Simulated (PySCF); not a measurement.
**Fractional electron number in Kr⁺ (krypton, charge +1)**

The 4p beta orbital of [Ar] 3d10 4s2 4p5 is emptied in steps (occupation f), with all orbitals relaxed, ending at [Ar] 3d10 4s2 4p4. Computed with PySCF 2.14 in x2c-TZVPall (6s5p4d1f, 48 functions), with scalar relativity by spin-free X2C-1e. The exact energy is a straight line in f; departures are measured from the line between the end points of the same method.

| f | UHF (eV) | LDA (eV) | PBE (eV) | PBE0 (eV) | r2SCAN (eV) | LC-wPBE (eV) | BHandHLYP (eV) | wB97X (eV) | BLYP (eV) | MN15 (eV) |
| --- | --- | --- | --- | --- | --- | --- | --- | --- | --- | --- |
| 1 | 0.000 | 0.000 | 0.000 | 0.000 | 0.000 | 0.000 | 0.000 | 0.000 | 0.000 | 0.000 |
| 0.9 | 0.087 | -0.491 | -0.475 | -0.337 | -0.446 | -0.076 | -0.208 | -0.117 | -0.483 | -0.256 |
| 0.7 | 0.198 | -1.148 | -1.107 | -0.785 | -1.032 | -0.176 | -0.488 | -0.278 | -1.129 | -0.593 |
| 0.5 | 0.231 | -1.369 | -1.317 | -0.932 | -1.212 | -0.207 | -0.584 | -0.340 | -1.347 | -0.701 |
| 0.3 | 0.190 | -1.152 | -1.104 | -0.780 | -1.000 | -0.171 | -0.494 | -0.297 | -1.133 | -0.585 |
| 0.1 | 0.080 | -0.494 | -0.472 | -0.333 | -0.420 | -0.071 | -0.214 | -0.135 | -0.486 | -0.248 |
| 0 | 0.000 | 0.000 | 0.000 | 0.000 | 0.000 | 0.000 | 0.000 | 0.000 | 0.000 | 0.000 |

```
   method  E(f=0) − E(f=1) (eV)  −ε at f=1 (eV)  −ε at f=0.5 (eV)
      UHF                23.252          24.228            23.228
      LDA                24.632          19.187            24.622
      PBE                24.326          19.053            24.337
     PBE0                24.366          20.620            24.381
   r2SCAN                24.450          19.478            24.544
  LC-wPBE                24.456          23.605            24.472
BHandHLYP                24.332          22.026            24.313
    wB97X                24.381          23.097            24.324
     BLYP                24.265          18.908            24.253
     MN15                24.284          21.431            24.310
```

Orbital energy along the path (eV):

```csv
f,UHF,LDA,PBE,PBE0,r2SCAN,LC-wPBE,BHandHLYP,wB97X,BLYP,MN15
1,-24.228,-19.187,-19.053,-20.620,-19.478,-23.605,-22.026,-23.097,-18.908,-21.431
0.9,-24.014,-20.262,-20.106,-21.373,-20.501,-23.781,-22.478,-23.334,-19.968,-22.016
0.7,-23.609,-22.432,-22.220,-22.879,-22.541,-24.131,-23.390,-23.818,-22.102,-23.175
0.5,-23.228,-24.622,-24.337,-24.381,-24.544,-24.472,-24.313,-24.324,-24.253,-24.310
0.3,-22.871,-26.822,-26.443,-25.868,-26.453,-24.797,-25.253,-24.878,-26.414,-25.421
0.1,-22.533,-29.020,-28.525,-27.330,-28.223,-25.098,-26.221,-25.535,-28.584,-26.506
0,-22.372,-30.114,-29.556,-28.052,-29.082,-25.233,-26.722,-25.930,-29.669,-27.019
```

Reference removal energy between the ground levels: 24.360 eV (measured; NIST Atomic Spectra Database, ionization energies). The calculation has no spin-orbit coupling. UHF lacks correlation.
